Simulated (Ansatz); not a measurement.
Isolated molecules relaxed with PBE0-D4/def2-TZVP in Ansatz; ΔE leaves out vibrations. CCSD(T)/CBS is the MP2 limit (def2-TZVPP, def2-QZVPP) plus CCSD(T) − MP2 in def2-TZVPP, frozen cores. This one scheme is used for every species. DFT in def2-TZVPP. B3LYP here is the variant with VWN-RPA as its local correlation; programs differ in this. Each species was taken in one conformer, which may not be the lowest.

Consider the silylene formation by 1,1-elimination: `O[SiH2]SBF` → `O[SiH]` + `FBS`.

`O[SiH2]SBF`:

```xyz
9

O    -1.022   -1.581    0.406
Si   -1.155    0.027    0.123
S     0.320    0.753   -1.260
B     1.750    0.647   -0.167
F     2.934    0.970   -0.655
H    -1.060   -2.178   -0.344
H    -0.993    0.674    1.440
H    -2.445    0.379   -0.519
H     1.671    0.308    0.976
```

`O[SiH]`:

Z-matrix (Å, degrees):
```
O
Si 1 1.657
H 1 0.961 2 114.2
H 2 1.532 1 94.4 3 180.0
```

`FBS`:

Cartesian coordinates in Å:
```
F -1.276 -1.229 0.238
B -0.258 -0.462 -0.115
S 0.005 1.058 0.801
H 0.447 -0.799 -1.018
H 1.083 1.431 0.094
```

| level | ΔE (kJ/mol) |
| --- | --- |
| r2SCAN-D4 | 265.4 |
| PBE0-D4 | 258.9 |
| B3LYP-D4 | 240.3 |
| B2PLYP | 239.6 |
| r2SCAN | 263.0 |
| PBE0 | 250.7 |
| B3LYP | 225.1 |
| HF/def2-TZVPP | 239.0 |

What does CCSD(T)/CBS give? (Best estimate.)

The calculation gave: +249.7 kJ/mol. The listed levels differ from it by 15.7, 9.2, -9.4, -10.1, 13.3, 1.0, -24.6, -10.7 kJ/mol.

Largest T1 diagnostic among the species: 0.016.

The D4 term adds +15.2 kJ/mol with B3LYP and +8.2 kJ/mol with PBE0; it sums over pairs of atoms, weighted by their polarisabilities, and B3LYP, whose exchange is more repulsive, gets the larger term. From PBE to PBE0 (25 % exact exchange), in def2-TZVPP and without D4, ΔE moves by +15.9 kJ/mol.
